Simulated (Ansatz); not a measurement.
```yaml
crystal:
  periodic: [false, false, false]
  atoms:
    - {symbol: Cl, position_ang: [0.005907, -3.607367, 1.261014]}
    - {symbol: Zn, position_ang: [-0.070549, -1.662986, 0.443118]}
    - {symbol: N, position_ang: [-0.330562, -0.133587, -0.580418]}
    - {symbol: C, position_ang: [-0.510339, 1.247353, -0.022332]}
    - {symbol: C, position_ang: [0.597878, 1.044727, -0.606123]}
    - {symbol: H, position_ang: [-1.259641, 1.814403, 0.497192]}
    - {symbol: H, position_ang: [1.567306, 1.297467, -0.992450]}
basis:
  gaussian: {orbitals: x2c-TZVPPall}
hamiltonian: {xc: {name: wB97X-D}}
accuracy: high
scf: {lower_state_search: off}
output: {forces: true}
```

```sh
$ ansatz run in.yaml --threads 4 --pin off --events-out ev --progress --plain --max-ram 10444MiB
```

Problem. How does Ansatz answer? (Estimate.)

Solution. Computed: The input was rejected before any iteration.
```
Error: YAML parse error: error: line 13 column 19: hamiltonian.xc: no functional is named "wB97X-D"; the names, which are not case-sensitive, are SVWN5, SPW92, PBE, PBE0, PBEsol, revPBE, revPBE0, RPBE, rPW86-PBE, HSE06, wPBEh, LC-wPBE, HISS, HF, BLYP, B3LYP, B3LYP5, BHLYP, CAM-B3LYP, r2SCAN, r2SCANh, r2SCAN0, r2SCAN50, m-r2SCAN, B97, wB97, wB97X, wB97X-V, B97M-V, wB97M-V, B2PLYP, B2GP-PLYP, PBE0-DH, PBE-QIDH
11 | basis:
12 |   gaussian: {orbitals: x2c-TZVPPall}
13 | hamiltonian: {xc: {name: wB97X-D}}
14 | accuracy: high
15 | scf: {lower_state_search: off}
```

HSE06 is defined as in plane-wave codes.
